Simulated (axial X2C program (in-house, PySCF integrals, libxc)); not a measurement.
## Ga₂: from the spin-free to the two-component result

All values were computed with an axial X2C code built on PySCF integrals. Spin-free means the one-electron spin-free X2C Hamiltonian; two-component (2c) means X2C with spin–orbit coupling and atomic mean-field two-electron Coulomb and Gaunt terms, so the difference of the two also holds small scalar two-electron terms. Basis: Ga dyall-cv3z [9s9p7d4f1g] (cores contracted in-house); Gaussian nuclei, density fitting, unrestricted open shells. Masses: Ga 68.926 u.

Spin-free state: M_S = 1, Λ = 0 (beyond evenly filled blocks: π+α, π-α); fragments Ga + Ga.

```tsv
level	Re (Å)	ωe (cm⁻¹)	De (eV)
PBE0	2.432	212.3	1.327
HF	2.531	189.9	0.330
MP2	2.459	217.6	1.109
CCSD	2.487	203.8	0.992
CCSD(T)	2.482	206.3	1.142
PW91	2.436	206.6	1.518
```

Correlated methods: 6 electrons correlated (number of frozen shells: Ga 3 s, 2 p, 1 d), 322 virtual spin orbitals or spinors in MP2, 90 natural virtuals in coupled cluster.

Two-component determinant lowest at the distance of the search:

Ω = 1 (⟨Sz⟩ = 1.00, ⟨Lz⟩ = 0.00 at HF); fragments Ga + Ga.

```
  level  Re (Å)  ωe (cm⁻¹)  De (eV)
   PBE0   2.433      212.1      n/a
     HF   2.532      189.7      n/a
    MP2   2.460      217.4    1.001
   CCSD   2.488      203.7    0.884
CCSD(T)   2.483      206.1    1.034
   PW91   2.437      206.3      n/a
```

**Question.** From the two tables, how do the constants change at the CCSD(T) level (2c against spin-free)?

**Answer.** At the CCSD(T) level Re increases by 0.001 Å and ωe is unchanged to within 0.2 cm⁻¹; De changes by -0.108 eV.

De is counted from the lowest determinant-based energies of the atoms at the same level, without counterpoise correction. De is not given where an atomic determinant may have missed its ground term or J level, or where the truncated virtual space spoils (T). Density functionals use the spin component along the axis (collinear). Coupled cluster ran in a truncated set of natural virtual spinors; the MP2 energy of the rest was added. (T) has no such correction and the atoms are truncated less, which lowers De at CCSD(T) by a hundredth of an eV or more. The functionals have no current-density term, which raises determinants with orbital currents, atoms included. The state is one determinant with fixed occupations, lowest in a PBE0 search at one distance only: followed along the bond, the spin-free determinant M_S = 1, Λ = 1 reaches 0.08 eV lower at PBE0, at Re = 2.690 Å, so the state shown is not the lowest. With several unpaired electrons one determinant need not be a pure state. Open-shell Ω = 0 determinants with evenly filled partner blocks cannot be reached by this program, so the Ω shown need not be the lowest component. At some level and bond length an empty orbital lies below a filled one. This is the Ω = 1 component of a π² triplet; the 0⁺ component is not one determinant and can lie lowest. With the outer-core shells frozen, correlated bond lengths of heavy atoms tend to come out a few hundredths of an ångström too long.
